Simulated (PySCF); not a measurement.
Unknown compound

An unknown has the formula CH8N3PSi. Its calculated NMR data are:

$^{1}$H NMR (600 MHz, computed): δ 8.37 (m, 1H), 8.32 (m, 1H), 0.92 (m, 2H), 0.91 (br s, 4H).

$^{13}$C{$^{1}$H} NMR (computed): δ 169.1 (CH2).

No solvent model, one averaged value for each set of equivalent atoms, one computed conformer, relativity neglected. NMR shieldings at PBE0/pcSseg-1/GIAO; geometry from GFN2-xTB; PySCF 2.14.

Referencing at the same level of theory: TMS for $^{1}$H (31.72 ppm) and $^{13}$C (186.93 ppm).

Task: Propose a structure and justify it.

Result: 
1. Carbon types of the structure: 1 × CH2, leaving 6 H on heteroatoms.
2. δC 169.1: C=N carbon.
3. δH 8.37, 8.32: hydrogen on a C=N carbon.
4. δH 0.92: hydrogen on a phosphorus bonded to Si.
5. δH 0.91: hydrogen on a nitrogen bonded to Si; labile proton, position sensitive to the medium.

Structure: SMILES [Si](N=C)(N)(N)P.

The data come from this structure; uniqueness wasn't tested.

OH and NH positions are those of a molecule without intermolecular hydrogen bonds; in solution they move with solvent, concentration and temperature, and exchange usually removes their couplings. Splittings by $^{31}$P in the carbon and heteronuclear signals aren't shown, as no couplings were computed. Shifts are as computed. Against solution values, carbons near 30 ppm lie about +3 ppm off and those near 130 ppm about +5 ppm. Of 1309 compounds with measured shifts, 239 miss one by over three times the rms of a fit or turn the order of signals round; such compounds aren't used in these exercises. No couplings were computed; multiplicities are counted from neighbouring protons, with m where these are inequivalent, close in shift, in a saturated or five-membered ring or joined by F or P, and br s for small geminal =CH2 splittings.
